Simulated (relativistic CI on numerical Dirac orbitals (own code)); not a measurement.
# Radial parameters of Nb XV

Method of calculation: Dirac-Coulomb-Breit CI, orbitals from a KLI potential per configuration, model QED (radiative potential, 1s self-energy scaled to tabulated hydrogen-like ionisation energies), unscaled Slater integrals (own radial code, finite nucleus).

Slater integrals F^k, G^k are unscaled and averaged over j, outside the closed core [Ne]; ζ comes from projecting the Hamiltonian with its Breit term on Σ l·s of the shell.

- 3s2 3p6 3d9: ζ(3d) = 9286.2 cm⁻¹; <r>(3d) = 0.4123, <r^2>(3d) = 0.2018 (bohr units).
- 3s2 3p5 3d10: ζ(3p) = 86600 cm⁻¹; <r>(3p) = 0.4345, <r^2>(3p) = 0.2189 (bohr units).
- 3s2 3p6 3d8 4s: F^2(3d,3d) = 245040, F^4(3d,3d) = 156420, ζ(3d) = 9617.7, G^2(3d,4s) = 24251 cm⁻¹; <r>(3d) = 0.4058, <r^2>(3d) = 0.1953, <r>(4s) = 0.9521, <r^2>(4s) = 1.017 (bohr units).

(1) Give the Racah parameters of the d shell in 3s2 3p6 3d8 4s.

Averages of the first 10 configurations, taken without configuration mixing, which lowers the lowest level and can move excited configurations by several eV; other configurations of the list can lie among them:

| Configuration | Parity | States | Average energy above the lowest level (eV) |
| --- | --- | --- | --- |
| 3s2 3p6 3d9 | even | 10 | 1.2 |
| 3s2 3p5 3d10 | odd | 6 | 165.2 |
| 3s 3p6 3d10 | even | 2 | 265.5 |
| 3s2 3p6 3d8 4s | even | 90 | 209.0 |
| 3s2 3p6 3d8 4p | odd | 270 | 240.5 |
| 3s2 3p6 3d8 4d | even | 450 | 289.0 |
| 3s2 3p6 3d7 4s2 | even | 120 | 433.1 |
| 3s2 3p6 3d8 4f | odd | 630 | 335.3 |
| 3s2 3p6 3d7 4s 4p | odd | 1440 | 462.1 |
| 3s2 3p6 3d8 5s | even | 90 | 351.6 |

Answers

(1) B = F²/49 − 5F⁴/441 = 3227 cm⁻¹ and C = 35F⁴/441 = 12414 cm⁻¹.
